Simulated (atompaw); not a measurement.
**Before and after: PAW (atompaw) potential for S (Z = 16)**

```json
{
  "Element": "S",
  "Generator": "atompaw 4.2.0.5",
  "Type": "PAW",
  "Functional": "PBE",
  "Relativity": "scalar-relativistic",
  "Frozen core": "[He]",
  "Valence charge": "14",
  "Reference configuration": "2s2 2p6 3s1.75 3p4.25",
  "Partial waves": "2s (bound): rc 0.60 bohr; 3s (bound): rc 0.95 bohr; 2p (bound): rc 0.70 bohr; 3p (bound): rc 0.95 bohr",
  "Local potential": "vpsmatchnc scheme with l = 2 at 0 Ry, radius 0.75 bohr",
  "Core correction": "smooth core density matched at 0.55 bohr",
  "Augmentation charge": "gaussian compensation charge, radius 0.85 bohr; PAW radius 0.95 bohr; waves and projectors: custom polynom gramschmidtortho"
}
```

Change: wave 2p (bound): rc 0.70 bohr becomes 2p (bound): rc 0.82 bohr.

Cutoffs: the cutoffs (Ry, on a coarse ladder) from which the occupation-weighted sum of valence levels, in a spherical-Bessel basis at the reference potential, stays within 10 and 1 mRy of its value at 400 Ry; they do not see the model core or the augmentation charge, which bear on the density cutoff.

Q: What does the change do?

A: The potential gets softer (260 Ry and 300 Ry → 200 Ry and 300 Ry); neither file shows a bound ghost.

| quantity | base | changed |
| --- | --- | --- |
| cutoff, loose | 260 Ry | 200 Ry |
| cutoff, tight | 300 Ry | 300 Ry |
| loose cutoff by channel (10 mRy a level) | s 100 Ry, p 160 Ry | s 100 Ry, p 110 Ry |
| bound ghosts | none | none |
| s: phases at 0.95 bohr within 0.05 rad from the reference energy up to (Ry; the scan ends near 5) | to the end of the scan | to the end of the scan |
| p: phases at 0.95 bohr within 0.05 rad from the reference energy up to (Ry; the scan ends near 5) | 4.6 | 4.4 |
| lowest overlap eigenvalue by channel | s 0.70, p 0.66 | s 0.70, p 0.75 |

 The cutoffs see the waves, projectors and local potential, not the compensation charge or the core.
